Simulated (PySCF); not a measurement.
C7H9S (doublet state).
Cartesian coordinates in Å at the GFN2-xTB level; atoms count from 1:
```
atom  x, y, z in Å
C1     2.8254   -1.3378    0.5941
C2     1.8515   -0.6888    0.2638
C3     0.7583    0.0418   -0.0956
C4     0.7591    0.9160   -1.2997
S5    -0.8641    1.7468   -1.3625
C6    -1.2090    1.3492    0.3844
C7    -0.5383    0.0061    0.6514
C8    -1.4054   -1.1574    0.1473
H9     3.6610   -1.9061    0.8727
H10    1.5488    1.6736   -1.2543
H11    0.8887    0.3540   -2.2290
H12   -2.2877    1.3211    0.5177
H13   -0.7837    2.1401    1.0045
H14   -0.3639   -0.1245    1.7251
H15   -2.3389   -1.2018    0.7037
H16   -1.6328   -1.0218   -0.9077
H17   -0.8760   -2.0985    0.2741
```

The hyperfine couplings belong to this conformer and change with its torsions.

The species is `C#C[C]1CSC[C@H]1C` [radical].

Theory: PySCF, UKS B3LYP, pcH-1 on C H S, non-relativistic, mean-field spin-orbit, GIAO. Geometry: GFN2-xTB, one conformer, isolated molecule. The geometry wasn't refined by DFT: couplings that depend on bond lengths, twists or pyramidal angles can differ widely from those at the functional's own minimum. No stability test was run, so a lower SCF solution isn't excluded.

Break the g tensor into its mass correction, gauge correction and orbital-Zeeman/spin–orbit terms.

| Δg (ppm) | 1 | 2 | 3 |
| --- | --- | --- | --- |
| relativistic mass correction | -146 | -146 | -146 |
| gauge correction | -6 | 28 | 24 |
| orbital Zeeman/spin–orbit | -6 | 547 | 765 |
| total | -158 | 428 | 643 |

So g = 2.00216, 2.00275, 2.00296 and g_iso = 2.00262; the tensor is rhombic: the two nearest values differ by 27 % of g3 − g1. Axes: g3 points within 9° of the C1–H9 bond.

At 9.568 GHz, how far is the centre of the isotropic spectrum from where a free electron (g = 2.002319) resonates?

B = hν/(g μB) with μB/h = 13.99624 MHz/mT gives 341.41 mT for the free electron and 341.36 mT at g_iso, 0.05 mT lower.

How much does each term add to the isotropic shift?

The orbital-Zeeman/spin–orbit term 435, the mass correction -146 and the gauge correction 15 ppm, for a total of 304 ppm. The orbital-Zeeman/spin–orbit term is the largest in size. The mass correction is the same along every axis, so the anisotropy comes from the other two: their spans along these axes are 34 (gauge) and 771 ppm (orbital Zeeman/spin–orbit).

In a frozen sample, at which fields do the three g values resonate at 9.5, 34, 94 and 263 GHz (hyperfine left aside), and which band first spreads them over more than twice a line width of 0.5 mT?

| band | GHz | B(g3) mT | B(g2) mT | B(g1) mT | spread mT |
| --- | --- | --- | --- | --- | --- |
| X | 9.5 | 338.87 | 338.91 | 339.01 | 0.14 |
| Q | 34.0 | 1212.82 | 1212.95 | 1213.30 | 0.49 |
| W | 94.0 | 3353.08 | 3353.44 | 3354.42 | 1.34 |
| J | 263.0 | 9381.48 | 9382.49 | 9385.24 | 3.75 |

The spread grows in proportion to the frequency. W band is the first where it exceeds 1.0 mT.

The Mulliken spin populations are largest on C3 (+0.75), C1 (+0.51), C2 (-0.24) and C4 (-0.06). The angles at C3 add up to 360.0°, so it is planar.

The HOMO–LUMO gaps are 5.72 eV among the α and 3.63 eV among the β orbitals.
